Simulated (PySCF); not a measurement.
## Ru (ruthenium, neutral) across methods

[Kr] 4d7 5s1, high-spin 5F determinant. All numbers are calculated (PySCF 2.14, scalar relativity by spin-free X2C-1e, in aug-cc-pVTZ-DK).

| method | E (hartree) | mean ε 4d α (eV) | mean ε 5s α (eV) | mean ε 4d β (eV) | Σ⟨r²⟩ (bohr²) | ⟨S²⟩ |
| --- | --- | --- | --- | --- | --- | --- |
| r2SCANh | -4530.19 | -6.829 | -5.180 | -4.861 | 51.85 | 6.002 |
| r2SCAN | -4530.20 | -6.249 | -4.957 | -4.313 | 51.91 | 6.002 |
| UHF | -4527.85599 | -11.470 | -6.480 | -9.060 | 52.91 | 6.005 |
| LDA | -4525.15 | -6.107 | -4.972 | -4.329 | 52.35 | 6.001 |
| PBE | -4529.82 | -5.967 | -4.744 | -4.231 | 52.55 | 6.001 |
| BHandHLYP | -4530.18 | -8.824 | -5.693 | -7.004 | 52.32 | 6.003 |
| PBE0 | -4529.88 | -7.474 | -5.301 | -5.597 | 52.17 | 6.002 |

Estimate the same row for wB97X-V.

E (hartree) = -4529.91; mean ε 4d α (eV) = -9.722; mean ε 5s α (eV) = -6.834; mean ε 4d β (eV) = -8.116; Σ⟨r²⟩ (bohr²) = 52.39; ⟨S²⟩ = 6.002.
